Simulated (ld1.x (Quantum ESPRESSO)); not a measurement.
**Before and after: RRKJ potential for Fe (Z = 26)**

- Element: Fe (Z = 26)
- Generator: ld1.x (Quantum ESPRESSO) 7.5
- Type: norm-conserving RRKJ (Kleinman–Bylander form)
- Functional: PBEsol
- Relativity: fully relativistic
- Frozen core: [Ne]
- Valence charge: 16
- Reference configuration: 3s2 3p6 3d5 4s0 4p0 (charge +3)
- Partial waves: 3s (bound): rc 1.10 bohr; 3p (bound): rc 1.40 bohr; 3d (bound): rc 1.15 bohr
- Local potential: the d channel
- Core correction: none
- rho0: 0.02

Open shells are filled in proportion to 2j + 1 (rel_dist='average').

All-electron outer shells of the reference configuration (PBEsol, scalar-relativistic, ld1.x):

```
shell  level (eV)  outermost node (bohr)  outermost maximum (bohr)
   2p     -736.10                      –                      0.18
   3s     -130.87                   0.33                      0.70
   3p      -96.80                   0.30                      0.71
   3d      -43.18                      –                      0.69
   4s      -31.02                   0.98                      2.02
   4p      -23.85                   1.05                      2.29
```

Change: wave 3d (bound): rc 1.15 bohr becomes 3d (bound): rc 1.00 bohr.

Cutoffs: the cutoffs (Ry, on a coarse ladder) from which the occupation-weighted sum of valence levels, in a spherical-Bessel basis at the reference potential, stays within 10 and 1 mRy of its value at 400 Ry; they do not see the model core or the augmentation charge, which bear on the density cutoff. Errors are all-electron minus pseudo energies relative to the spin-unpolarised reference configuration.

Question: How do hardness, ghosts and transferability respond?

Answer: The potential gets harder (160 Ry and 230 Ry → 200 Ry and 230 Ry); of the 7 tests that both files solve, the error grows in 6 and shrinks in 1 by more than 15 % and 0.3 meV (median size 54.5 → 98.7 meV); the range in which the s phases agree narrows (upper end -0.2 → -1.6); the range in which the p3/2 phases agree widens (upper end 0.1 → 1.2); neither file shows a bound ghost. A smaller radius makes the pseudo-wave follow the all-electron one further in, where it bends more sharply, so more plane waves are needed. In the base the local d channel has no projectors, so it cannot carry the spin–orbit splitting, and the file is wrong for that shell. In the changed file the local d channel has no projectors, so it cannot carry the spin–orbit splitting, and the file is wrong for that shell.

```csv
quantity,base,changed
"cutoff, loose",160 Ry,200 Ry
"cutoff, tight",230 Ry,230 Ry
loose cutoff by channel (10 mRy a level),"s 100 Ry, p 55 Ry, d 140 Ry","s 100 Ry, p 55 Ry, d 180 Ry"
bound ghosts,none,none
"largest miss of a reference level, eV",0.11,0.11
"error for 3s2 3p6 3d6 4s2 4p0, meV [ΔE -59.05 eV]",-80,+150
"error for 3s2 3p6 3d6 4s1 4p0, meV [ΔE -50.30 eV]",-54,+99
"error for 3s2 3p6 3d6 4s0 4p0, meV [ΔE -34.19 eV]",-11,-4.6
"error for 3s2 3p6 3d6.5 4s1.5 4p0, meV [ΔE -59.78 eV]",-72,+86
"error for 3s2 3p6 3d4 4s0 4p0, meV [ΔE 53.05 eV]",-0.1,+1.1
"error for 3s2 3p5 3d6 4s2 4p0, meV [ΔE 8.53 eV]",-35,+365
"error for 3s1 3p6 3d6 4s2 4p0, meV [ΔE 42.58 eV]",-59,+348
s: phases at 1.55 bohr within 0.05 rad from the reference energy up to (Ry; the scan ends near 5),-0.2,-1.6
p1/2: phases at 1.55 bohr within 0.05 rad from the reference energy up to (Ry; the scan ends near 5),-0.0,0.9
p3/2: phases at 1.55 bohr within 0.05 rad from the reference energy up to (Ry; the scan ends near 5),0.1,1.2
d3/2: phases at 1.55 bohr within 0.05 rad from the reference energy up to (Ry; the scan ends near 5),1.6,2.4
d5/2: phases at 1.55 bohr within 0.05 rad from the reference energy up to (Ry; the scan ends near 5),1.7,2.5
```
